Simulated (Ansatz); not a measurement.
Consider the redistribution: `CB(S)O[SiH3]` + `COB[SiH3]` → `COB(S)O[SiH3]` + `CB[SiH3]`.

Calculated with Ansatz (gas phase, PBE0-D4/def2-TZVP geometries, no zero-point term in ΔE). CBS: MP2 limit from def2 TZ/QZ plus the TZ coupled-cluster correction, frozen cores. Functionals use def2-TZVPP. B3LYP here is the variant with VWN-RPA as its local correlation; programs differ in this. Each species was taken in one conformer, which may not be the lowest.

`CB(S)O[SiH3]`:

```xyz
12

C    -1.273    1.675    0.448
B    -0.688    0.276    0.058
S    -1.861   -1.024   -0.442
O     0.655    0.084    0.104
Si    1.815   -1.032   -0.220
H    -0.970    1.929    1.469
H    -0.846    2.447   -0.200
H    -2.360    1.738    0.387
H    -0.980   -2.015   -0.665
H     2.790   -1.008    0.895
H     1.235   -2.398   -0.339
H     2.481   -0.673   -1.495
```

`COB[SiH3]`:

Z-matrix (Å, degrees):
```
C
O 1 1.416
H 1 1.091 2 108.7
H 1 1.091 2 108.7 3 -118.3
H 1 1.093 2 111.1 3 120.9
B 2 1.341 1 122.5 3 -121.0
Si 6 2.025 2 119.1 1 -179.9
H 6 1.208 2 118.8 1 0.0
H 7 1.492 6 110.0 2 -122.4
H 7 1.492 6 109.9 2 120.3
H 7 1.489 6 113.5 2 -1.0
```

`COB(S)O[SiH3]`:

```xyz
13

C     1.795   -1.082    0.876
O     1.621    0.164    0.228
B     0.412    0.599   -0.191
S     0.314    2.229   -1.016
O    -0.716   -0.142   -0.012
Si   -2.305   -0.022   -0.433
H     2.176   -0.905    1.884
H     2.530   -1.665    0.319
H     0.859   -1.640    0.936
H     1.633    2.464   -0.949
H    -2.711    1.403   -0.532
H    -2.520   -0.700   -1.735
H    -3.088   -0.704    0.625
```

`CB[SiH3]`:

Z-matrix (Å, degrees):
```
C
B 1 1.550
H 1 1.092 2 114.9
H 1 1.106 2 102.7 3 113.8
H 1 1.091 2 116.1 3 -131.0
Si 2 2.018 1 124.4 3 151.8
H 2 1.201 1 118.6 3 -30.5
H 6 1.494 2 107.9 1 -112.4
H 6 1.491 2 111.7 1 130.1
H 6 1.491 2 114.0 1 7.1
```

| level | ΔE (kcal/mol) | difference from CCSD(T)/CBS |
| --- | --- | --- |
| ωB97X-V | 4.9 | -0.6 |
| PBE | 6.7 | 1.2 |
| PBE0 | 5.5 | 0.0 |
| B3LYP | 6.0 | 0.5 |
| MP2/def2-TZVPP | 5.6 | 0.1 |
| SCS-MP2/def2-TZVPP | 5.5 | 0.0 |
| CCSD/def2-TZVPP | 5.0 | -0.5 |
| MP2/def2-QZVPP | 5.6 | 0.1 |
| SCS-MP2/def2-QZVPP | 5.5 | 0.0 |
| MP2/CBS(def2) | 5.6 | 0.1 |
| CCSD(T)/CBS | 5.5 | 0 |

Largest T1 diagnostic among the species: 0.014.

From PBE to PBE0 (25 % exact exchange), in def2-TZVPP and without D4, ΔE moves by −1.2 kcal/mol. In def2-TZVPP, CCSD(T) changes the Hartree–Fock value by +2.6 kcal/mol (the triples alone add +0.6 kcal/mol) and MP2 by +2.6 kcal/mol.
